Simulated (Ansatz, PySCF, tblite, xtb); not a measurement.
Bond stretch in Ge(Br)2, SMILES [Br][Ge][Br] (Br₂Ge). The Ge1–Br3 bond (Ge1 also carries Br; Br3 carries nothing else) is pulled apart rigidly from the PBE0/def2-TZVP optimised geometry.

Computed with: GFN2-xTB, 300 K electronic temperature (tblite); GFN1-xTB (xtb); UCCSD(T) = Ansatz (an electronic-structure program) with CCSD(T) on UHF/cc-pVDZ, cores with 3d frozen; RKS-B3LYP/6-31G* = restricted B3LYP/6-31G*, spherical d (PySCF 2.14.0); UMP2 = MP2 on UHF/cc-pVDZ, cores with 3d frozen in Ansatz.

Energies are in eV, each relative to the lowest point of its own curve near equilibrium.

```tsv
R / Å	GFN2-xTB	GFN1-xTB	UCCSD(T)	RKS-B3LYP/6-31G*	UMP2
1.90	2.533	3.574	2.586	2.551	2.522
2.08	0.623	0.736	0.735	0.746	0.698
2.21	0.144	0.124	0.182	0.194	0.163
2.26	0.060	0.037	0.077	0.086	0.066
2.34	0.000	0.000	0.000	0.001	0.000
2.43	0.016	0.058	0.012	0.000	0.024
2.49	0.062	0.136	0.061	0.041	0.083
2.67	0.322	0.478	0.338	0.288	0.385
2.86	0.711	0.933	0.735	0.653	0.808
3.12	1.306	1.588	1.310	1.190	1.423
3.41	1.926	2.241	1.962	1.743	2.432
3.88	2.664	3.017	2.762	2.454	3.094
4.33	3.043	3.455	3.092	2.932	3.287
4.89	—	3.726	3.211	3.320	3.366
5.67	—	—	3.224	3.624	3.381
6.74	—	—	3.230	3.821	3.387
```

At the longest distance, 6.74 Å, RKS-B3LYP/6-31G* lies highest above its minimum (3.821 eV) and UCCSD(T) lowest (3.230 eV).

Dashes: no converged value, or the column stops at the first point that the program doubted or that broke a chosen test of continuity, which isn't proof of a fault.

The unrestricted determinant behind UCCSD(T), UMP2 is spin-contaminated at 3.41 to 6.74 Å (<S²> up to 1.0, against 0.00 for a pure singlet). The restricted form behind RKS-B3LYP/6-31G* keeps the bonding electrons paired and can't separate into open-shell fragments.
